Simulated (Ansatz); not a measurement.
Total energies of `[H]/C=C/c1ccc(/C=C/c2ccccc2)cc1` from Ansatz at PBE-D4/def2-TZVP, gas phase (1 Eh = 27.2114 eV = 2625.5 kJ/mol). The reference geometry is relaxed at PBE-D4/def2-SVP.

```xyz
30

H     4.7634    5.5268   -0.0345
C     3.9204    4.8723    0.2323
C     3.6971    3.7217   -0.4414
C     2.6238    2.7469   -0.2145
C     2.5471    1.5951   -1.0366
C     1.5479    0.6376   -0.8675
C     0.5624    0.7807    0.1407
C    -0.5119   -0.1814    0.3664
C    -0.7576   -1.3165   -0.3454
C    -1.8359   -2.2792   -0.1245
C    -1.9561   -3.3864   -1.0006
C    -2.9734   -4.3353   -0.8409
C    -3.9005   -4.2037    0.2044
C    -3.7958   -3.1135    1.0872
C    -2.7808   -2.1659    0.9270
C     0.6423    1.9335    0.9650
C     1.6416    2.8899    0.7948
H     3.2792    5.2067    1.0642
H     4.3873    3.4601   -1.2640
H     3.3005    1.4579   -1.8286
H     1.5319   -0.2408   -1.5296
H    -1.1824    0.0696    1.2061
H    -0.0929   -1.5615   -1.1916
H    -1.2311   -3.4937   -1.8231
H    -3.0433   -5.1846   -1.5377
H    -4.7017   -4.9468    0.3340
H    -4.5173   -3.0035    1.9113
H    -2.7169   -1.3231    1.6311
H    -0.1101    2.0699    1.7580
H     1.6627    3.7674    1.4582
```

```csv
state,geometry,energy (Eh)
charge 0 singlet,reference,-617.54518
charge 1 doublet,reference,-617.28830
charge -1 doublet,reference,-617.57873
charge -1 doublet,relaxed at PBE-D4/def2-SVP,-617.58099
free H atom (doublet),–,-0.49962
free C atom (triplet),–,-37.79597
```

Single mean-field runs in def2-TZVP are fitted with def2-universal-jkfit.

**Question.** Work out the vertical ionisation energy to the doublet.

**Answer.** E(charge 1 doublet) − E(charge 0 singlet) = -617.28830 − (-617.54518) = 0.25688 Eh = 6.99 eV. For comparison, −ε of the highest occupied level is 5.06 eV at this level, 1.93 eV less.

**Question.** Work out the vertical electron affinity, to the doublet.

**Answer.** E(charge 0 singlet) − E(charge -1 doublet) = -617.54518 − (-617.57873) = 0.03355 Eh = 0.91 eV. The basis lacks diffuse functions, which makes affinities too small.

**Question.** Give the fundamental gap IE − EA, the Mulliken electronegativity (IE + EA)/2 and the hardness (IE − EA)/2.

**Answer.** From the values in Eh: IE − EA = 0.25688 − 0.03355 = 0.22333 Eh = 6.08 eV; (IE + EA)/2 = 3.95 eV; (IE − EA)/2 = 3.04 eV. The HOMO–LUMO gap of the same run is 2.38 eV, 3.70 eV smaller than the fundamental gap.

**Question.** How much does the charge -1 doublet relax, and what is the adiabatic electron affinity?

**Answer.** Relaxation: -617.57873 − (-617.58099) = 0.00226 Eh = 0.06 eV. Adiabatic electron affinity: 0.03581 Eh = 0.97 eV, without zero-point energy. 

**Question.** What is the binding energy per atom against free atoms?

**Answer.** Atoms: 14 × (-0.49962) + 16 × (-37.79597) = -611.73020 Eh. Binding: -611.73020 − (-617.54518) = 5.81498 Eh = 158.23 eV, or 5.27 eV for each of 30 atoms (no zero-point energy, no counterpoise term).

At PBE-D4/def2-TZVP the highest occupied level of the charge -1 doublet lies above zero (up to 0.95 eV). By energy differences its removal costs 0.91 eV (vertical, to the charge 0 singlet, at PBE-D4/def2-TZVP); self-interaction error and the lack of diffuse functions both raise the level. At PBE-D4/def2-TZVP the highest occupied level of the relaxed charge -1 doublet lies above zero (up to 0.74 eV). By energy differences its removal costs 0.97 eV (each at its own geometry, to the charge 0 singlet, at PBE-D4/def2-TZVP); self-interaction error and the lack of diffuse functions both raise the level.
